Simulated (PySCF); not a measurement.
All values below come from B3LYP-D3(BJ)/def2-TZVP // B3LYP-D3(BJ)/def2-SVP (PySCF 2.14.0). Isolated molecules, 0 K electronic values unless said otherwise. One relaxed conformer stands for a flexible species; it need not be the lowest. B3LYP has the VWN-RPA correlation part, as in Gaussian. Delta-SCF ions had no search for a lower state. Excitations are Tamm–Dancoff values on a coarser integration grid. The basis has no diffuse functions, so Rydberg states are missing or too high.

Reference species (SMILES): `C(C1[SiH2]C=CC=1C(F)(F)F)=O` (O–C–C–Si torsion 0°) (neutral, multiplicity 1).

```json
{
 "LUMO": "-3.25 eV",
 "vertical ionisation energy (Delta-SCF)": "9.50 eV",
 "T1 excitation (TDA)": "2.36 eV",
 "HOMO": "-7.53 eV"
}
```

After one change: the LUMO rises by 0.15 eV; the vertical ionisation energy (Delta-SCF) stays essentially unchanged; the T1 excitation (TDA) rises by 0.08 eV; the HOMO increases by 0.05 eV.

Problem. What was changed between the two runs? The new species is one of these.
A) `O=C[Si]1(C(F)(F)F)C=CC=C1` (O–C–Si–C torsion 175°)
B) `O=C[Si@@H]1C=CC(C(F)(F)F)=C1` (O–C–Si–C torsion 129°)
C) `O=CC1=C[Si@@H](C(F)(F)F)C=C1` (O–C–C–C torsion 180°)
D) `O=CC1=CC=C(C(F)(F)F)[SiH2]1` (O–C–C–Si torsion 180°)

Solution. C, `O=CC1=C[Si@@H](C(F)(F)F)C=C1` (O–C–C–C torsion 180°)
